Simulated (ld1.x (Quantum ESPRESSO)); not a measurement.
## Configuration tests for sulfur (TM)

S, norm-conserving Troullier–Martins (Kleinman–Bylander form), made with ld1.x (Quantum ESPRESSO) 7.5 (BLYP, scalar-relativistic). Core [Ne], reference 3s2 3p1 (charge +3). Waves: 3s (bound): rc 1.45 bohr; 3p (bound): rc 1.60 bohr; 3d channel at -0.05 Ry: rc 1.40 bohr. Local part: all-electron potential smoothed inside 1.50 bohr (lloc = -1). Core correction: none.

Energies are relative to the spin-unpolarised reference configuration 3s2 3p1; without spin polarisation the order of configurations can differ from experiment.

```csv
valence configuration,charge,ΔE all-electron (eV),error AE − PS (meV)
3s2 3p4,0,-67.683,+154
3s2 3p3,+1,-56.064,+101
3s2 3p2,+2,-33.927,+37
3s1 3p5,0,-57.367,+134
3s2 3p4.3,-0.3,-69.351,+164
3s0 3p6,0,-46.924,+114
```

What are ΔE and the potential's error for 3s2 3p0?

ΔE = 46.761 eV all-electron; the error (AE − PS) is +69 meV.

ld1.x printed “convergence not achieved” for 6 of the counted tests; their residual had stalled under 1e-8, short of the target of 1e-14.
